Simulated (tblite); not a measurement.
Species: C7H4ClO (doublet state).
InChI=1S/C7H4ClO/c8-7-3-1-2-6(4-7)5-9/h1-4H

Computed values, GFN2-xTB/tblite, gas phase, harmonic and unscaled. This tight-binding method is rough: wavenumbers can miss measured ones by several per cent, in bad cases by 10 to 20. Open shells enter through the occupations alone, without spin polarisation, and single modes of such species can be off by tens of per cent.

Harmonic wavenumbers (cm⁻¹): 102.2, 121.6, 170.0, 273.1, 273.8, 375.2, 381.9, 420.7, 477.2, 581.1, 600.6, 654.7, 736.2, 797.5, 816.0, 846.9, 904.6, 944.8, 1093.2, 1115.9, 1174.0, 1223.8, 1248.1, 1305.0, 1377.2, 1399.7, 1474.6, 1559.0, 2197.5, 3087.8, 3107.4, 3115.8, 3127.8.

A = 2778, B = 861.0, C = 657.2 MHz; mass 138.995 u (most abundant isotopes); point group Cs, symmetry number 1; spin multiplicity 2.

What is the zero-point energy?

Half the sum of the wavenumbers: 18542 cm⁻¹ = 221.82 kJ/mol.

Give the ideal-gas entropy at 298.15 K and 1 bar in the rigid-rotor, harmonic-oscillator model (classical rotation).

Translation 170.40, rotation 124.28, vibration 77.35, spin (R ln 2) 5.76: S = 377.8 J/(mol K).

And Cp and H(298.15 K) − H(0)?

Cp = 130.28 J/(mol K), of which vibrations give 97.02 (their classical limit is 33 R = 274.4); H(298.15 K) − H(0) = 23.43 kJ/mol without the zero-point energy, 13.51 from vibrations.

What must be added to the electronic energy to get the Gibbs energy at 298.15 K and 1 bar?

ZPE + [H(298.15 K) − H(0)] − T·S = 221.82 + 23.43 − 112.64 = 132.61 kJ/mol.

Blend soft modes into free rotors: weight 1/[1 + (100 cm⁻¹/ν̃)⁴] for the oscillator and the rest for a rotor with moment μB/(μ + B), μ = h/(8π²ν), B = 10⁻⁴⁴ kg m². What vibrational entropy results?

75.69 J/(mol K) in place of 77.35, which changes −T·S at 298.15 K by +0.50 kJ/mol.

Hindered rotation and anharmonicity are outside this model.

Run on one thread of an Arm Neoverse N1, shared host. This covers the Hessian and the dipole derivatives.
